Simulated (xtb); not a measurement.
SnCl3, SMILES [Cl][Sn+]([Cl])[Cl], charge +1. All values are semi-empirical tight-binding results from xtb (GFN2-xTB unless named), good for trends rather than for accurate numbers. Coordinates come from a GFN2-xTB optimisation. The multiplicity is an assumed one; other spin states were not compared. The isomer is the one that the SMILES or the coordinates give; other isomers of the formula were not compared.

Optimised geometry:

Bonds (Å): Sn1–Cl2 2.280, Sn1–Cl3 2.280, Sn1–Cl4 2.280. Bond angles (°): Cl2–Sn1–Cl3 120.0, Cl2–Sn1–Cl4 120.0, Cl3–Sn1–Cl4 120.0.
Charge +1, spin multiplicity 1.

For metal compounds this method's bond lengths and energies can be far off.

Computed properties:
The point group as xtb finds it comes out as D3h, the orbital gap is 2.24 eV and the zero-point energy is 1.7 kcal/mol. The G − E(el) at 298.15 K (modified RRHO) is -18.4 kcal/mol.

Computed atomic charges and the Wiberg bond orders between heavy atoms:
charges (e) Sn1 0.52, Cl2 0.16, Cl3 0.16, Cl4 0.16. Bond orders Sn1–Cl2 1.02, Sn1–Cl3 1.02, Cl2–Cl3 0.30, Sn1–Cl4 1.02, Cl2–Cl4 0.30, Cl3–Cl4 0.30.
